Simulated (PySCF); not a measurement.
# Two-dimensional NMR puzzle

Compound of formula C₆H₁₂OSi₂. Correlations simulated from computed shifts and the bond graph:

HSQC (one-bond C–H):
```
   δH    δC
 1.92   5.5
 0.64   2.8
 0.61   2.8
 0.54   2.0
 0.37   2.0
-0.23  -2.9
```

COSY cross peaks (H two or three bonds apart, from the bond graph; peaks can be absent where the dihedral angle is near 90°):
```
  δH     δH
5.05  -0.23
0.64   0.61
0.64   0.54
0.64   0.37
0.64  -0.23
0.61   0.54
0.61   0.37
0.61  -0.23
0.54   0.37
0.54  -0.23
0.37  -0.23
```

HMBC (two and three bonds, from the bond graph):
```
   δH                           δC
 5.05  112.7, 82.0, 2.8, 2.0, -2.9
 1.92                  112.7, 82.0
 0.64                    2.0, -2.9
 0.61                    2.0, -2.9
 0.54                    2.8, -2.9
 0.37                    2.8, -2.9
-0.23               82.0, 2.8, 2.0
```

Carbons without hydrogens: δ 112.7, 82.0.

PySCF 2.14 calculation with σ from GIAO-PBE0/pcSseg-1 and geometry: PBE0-D3(BJ)/def2-SVP; one averaged value for each set of equivalent atoms, relativity neglected, one computed conformer, gas phase.

References, each an isolated molecule treated in the same way: TMS for $^{1}$H and $^{13}$C.

Exchangeable hydrogens are left out of these lists.

Problem. Assemble the structure.

Solution. SMILES CC#C[Si@H](O[SiH3])C1CC1.

Atoms are numbered as in `[CH3:1][C:2]#[C:3][Si@H:4]([O:5][SiH3:6])[CH:7]1[CH2:8][CH2:9]1`. Hydrogens are named by the atom that carries them. Ha(C8), Ha(C9) are cis to Si4 on the ring; Hb(C8), Hb(C9) are trans to Si4 on the ring.

1. δC 112.7 is C2, an alkyne carbon.
2. δC 82.0 is C3, an alkyne carbon.
3. δC 5.5 is C1, a propargylic methyl carbon (δH 1.92).
4. δC 2.8 is C9, a three-membered-ring carbon (δH 0.61, 0.64).
5. δC 2.0 is C8, a three-membered-ring carbon (δH 0.54, 0.37).
6. δC -2.9 is C7, a three-membered-ring carbon (δH -0.23).
7. HMBC from δH 5.05 reaches the proton-free carbons C2, C3.
8. HMBC from δH 1.92 reaches the proton-free carbons C2, C3.
9. HMBC from δH -0.23 reaches the proton-free carbon C3.
10. COSY links 5.05–-0.23, 0.64–0.61, 0.64–0.54, 0.64–0.37, 0.64–-0.23, 0.61–0.54.

The shifts were computed for this structure.

Shifts are as computed. Against solution values, carbons near 30 ppm lie about +2 ppm off and those near 130 ppm about +5 ppm. Of 1309 compounds with measured shifts, 239 miss one by over three times the rms of a fit or turn the order of signals round; such compounds aren't used in these exercises.
